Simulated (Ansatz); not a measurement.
Mulliken charges of F2GeH2O, SMILES `[OH][GeH]([F])[F]` from r2SCAN/def2-TZVPP in Ansatz (PBE0-D4/def2-TZVP geometry).

```json
{"atom": "O1", "x (Å)": "0.086", "y (Å)": "1.049", "z (Å)": "-0.910", "charge (e)": "-0.417"}
{"atom": "Ge2", "x (Å)": "0.076", "y (Å)": "-0.102", "z (Å)": "0.397", "charge (e)": "0.908"}
{"atom": "F3", "x (Å)": "1.043", "y (Å)": "-1.459", "z (Å)": "-0.032", "charge (e)": "-0.356"}
{"atom": "F4", "x (Å)": "-1.502", "y (Å)": "-0.768", "z (Å)": "0.556", "charge (e)": "-0.356"}
{"atom": "H5", "x (Å)": "-0.208", "y (Å)": "0.688", "z (Å)": "-1.751", "charge (e)": "0.209"}
{"atom": "H6", "x (Å)": "0.547", "y (Å)": "0.528", "z (Å)": "1.693", "charge (e)": "0.012"}
```

Q: By hand: the dipole of these point charges (1 e Å = 4.8032 D).

A: Σ q r = (0.160, 0.413, 0.208) e Å, of length 0.489 e Å = 2.35 D.

Q: How does the dipole of the full density compare? (Estimate.)

A: Computed: (0.062, 0.240, -0.010) e Å, 1.19 D; the point charges give 1.97 times that, at 28° from its direction.

Point charges leave out the atoms' own dipoles, such as those of lone pairs, and Mulliken's split depends on the basis, so the two needn't agree.
